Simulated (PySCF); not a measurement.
# Solvent effects on NMR parameters

Numbering as in the mapped SMILES `[CH3:1][CH2:2][CH2:3][CH2:4][O:5][P:6]1(=[O:7])[O:8][CH2:9][CH2:10][O:11]1`; H(Xn) means a hydrogen on atom n.

GIAO PBE0/pcSseg-1 in PySCF 2.14.0 with density-fitted response routines on one PBE0-D3(BJ)/def2-SVP conformer, non-relativistic, equivalent nuclei averaged. Solvents enter as an IEF-PCM continuum (chloroform with ε = 4.7, acetone with ε = 20.5) around the gas-phase geometry. Shifts are referred to TMS, PH3 computed in the same medium.

In chloroform, δ in ppm: C4 71.2, C9/C10 68.1, C3 37.5, C2 21.2, C1 16.4, P6 293.8, Ha(C9)/Ha(C10) 4.25, Hb(C9)/Hb(C10) 4.19, H(C4) 3.99, H(C3) 1.54, H(C2) 1.05, H(C1) 1.03. Dipole moment 4.28 D.

**Question.** How does each δ change in the more polar medium?

**Answer.** 
```json
{"atoms": "C4", "environment": "sp3 CH2 bonded to O", "Δδ, acetone": "+0.3"}
{"atoms": "C9/C10", "environment": "sp3 CH2 bonded to O", "Δδ, acetone": "+0.5"}
{"atoms": "C3", "environment": "sp3 CH2", "Δδ, acetone": "+0.3"}
{"atoms": "C2", "environment": "sp3 CH2", "Δδ, acetone": "+0.1"}
{"atoms": "C1", "environment": "methyl carbon", "Δδ, acetone": "+0.1"}
{"atoms": "P6", "environment": "phosphorus bonded to 4 O, in a 5-membered ring", "Δδ, acetone": "+2.0"}
{"atoms": "Ha(C9)/Ha(C10)", "environment": "hydrogen on an sp3 CH2 bonded to O", "Δδ, acetone": "+0.07"}
{"atoms": "Hb(C9)/Hb(C10)", "environment": "hydrogen on an sp3 CH2 bonded to O", "Δδ, acetone": "+0.07"}
{"atoms": "H(C4)", "environment": "hydrogen on an sp3 CH2 bonded to O", "Δδ, acetone": "+0.03"}
{"atoms": "H(C3)", "environment": "hydrogen on an sp3 CH2", "Δδ, acetone": "-0.02"}
{"atoms": "H(C2)", "environment": "hydrogen on an sp3 CH2", "Δδ, acetone": "+0.02"}
{"atoms": "H(C1)", "environment": "hydrogen on a methyl carbon", "Δδ, acetone": "0.00"}
```

Changes are relative to chloroform. The dipole moment becomes 4.53 D in acetone.

**Question.** Which nuclei move most (in ppm), and what does the model miss?

**Answer.** P6 (phosphorus bonded to 4 O, in a 5-membered ring, +2.0 ppm) in acetone. A continuum only polarises the solute; specific hydrogen bonds, the anisotropy of aromatic solvents and changes of geometry or conformer are outside it.
